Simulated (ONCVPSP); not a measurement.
## How hard is this In (Z = 49) ONCV potential?

indium (In), optimised norm-conserving Vanderbilt (ONCV), made with ONCVPSP 4.0.1 (PBE, scalar-relativistic). Core [Kr], reference 4d10 5s2 5p1. Waves: 5s: rc 2.05 bohr, ncon 4, nbas 7, qcut 2.9 1/bohr, 3 projectors, debl 0.7 Ha; 5p: rc 2.10 bohr, ncon 4, nbas 9, qcut 4.3 1/bohr, 2 projectors, debl 3.4 Ha; 4d: rc 1.60 bohr, ncon 3, nbas 7, qcut 10.7 1/bohr, 1 projector. Local part: polynomial inside 1.20 bohr (lpopt 1, dvloc0 1 Ha). Core correction: Teter function, fcfact 5.25, rcfact 1.55.

Q: For each optimised wave give the share of its norm inside rc, the residual kinetic energy above qcut (Ha) and the cutoffs (Ha) for errors of 10, 1, 0.1 and 0.01 mHa per electron.

A:

```
         wave  norm inside rc  residual KE  10 mHa  1 mHa  0.1 mHa  0.01 mHa
           5s           0.307      4.1e-03     3.5    9.0     22.9      28.1
s projector 2           0.158      5.2e-03     3.7   10.4     36.3      42.7
s projector 3           0.107      9.5e-03     4.2   10.6     34.6      56.1
           5p           0.117      3.9e-05     1.0    4.2      6.2      51.3
p projector 2           0.138      1.0e-02    10.1   70.4     82.1     114.1
           4d           0.821      1.5e-08    28.8   36.1     42.1      47.1
```

The occupied waves need 36 Ha and 42 Ha for 1 and 0.1 mHa. Note: ghosts flagged at negative energy: s at -116.5 eV; GHOST(+) flagged for s at 4.0 eV, p at 85.6 eV. A true bound ghost makes a file unfit for plane-wave use. 1 of 4 tests not solved or not reliable.
